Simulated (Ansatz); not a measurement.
`[OH][Ge]([F])([Cl])[GeH3]` → `[Cl][GeH3]` + `[OH][Ge][F]` at 400 K and 1 bar (germylene formation by 1,1-elimination).

Calculated with Ansatz (gas phase, PBE0-D4/def2-TZVP geometries, no zero-point term in ΔE). CCSD(T)/CBS adds triple-zeta CCSD(T) − MP2 to the extrapolated MP2 energy (def2 sets, frozen cores). For Ge outer-core shells are correlated without core-valence functions, which leaves a few kJ/mol of doubt a bond. Scalar relativity is left out up to krypton. One conformer a species, not always the lowest.

```
                    species  CCSD(T)/CBS energy (Eh)  H − E (kJ/mol)  S (J/(mol·K))
`[OH][Ge]([F])([Cl])[GeH3]`              -4789.49370           148.1          444.8
               `[Cl][GeH3]`              -2537.71925            82.5          281.4
              `[OH][Ge][F]`              -2251.74560            59.1          297.8
```

H − E and S are ideal-gas, rigid-rotor, harmonic terms from PBE0-D4/def2-TZVP, for one conformer and one mirror image of each species. 1 Eh = 2625.50 kJ/mol, R = 8.31446 J/(mol·K).

Problem. By hand: ΔE, ΔH, ΔS and ΔG.

Solution. ΔE = (-2537.71925) + (-2251.74560) − (-4789.49370) = 0.02885 Eh = 75.7 kJ/mol. Δ(H − E) = 82.5 + 59.1 − 148.1 = -6.5, so ΔH = 69.2 kJ/mol. ΔS = 281.4 + 297.8 − 444.8 = 134.4 J/(mol·K). ΔG = 69.2 − 400 × (134.4)/1000 = 15.4 kJ/mol.

Problem. By hand: the equilibrium constant, and the temperature at which ΔG would vanish if ΔH and ΔS stayed fixed.

Solution. log₁₀ K = −ΔG/(RT ln 10) = -2.0. ΔG = 0 at ΔH/ΔS = 515 K.

The number of gas molecules changes by +1, which sets the sign of ΔS. A doubt of 5 kJ/mol in ΔE shifts log₁₀ K by 0.7 here. Other conformers and mirror images would add mixing entropy, several J/(mol·K) or more a flexible species. These are equilibria of isolated gas molecules and say nothing of rates. Largest T1 diagnostic: 0.015 (customary marks: 0.02 for closed shells, 0.045 for open ones).
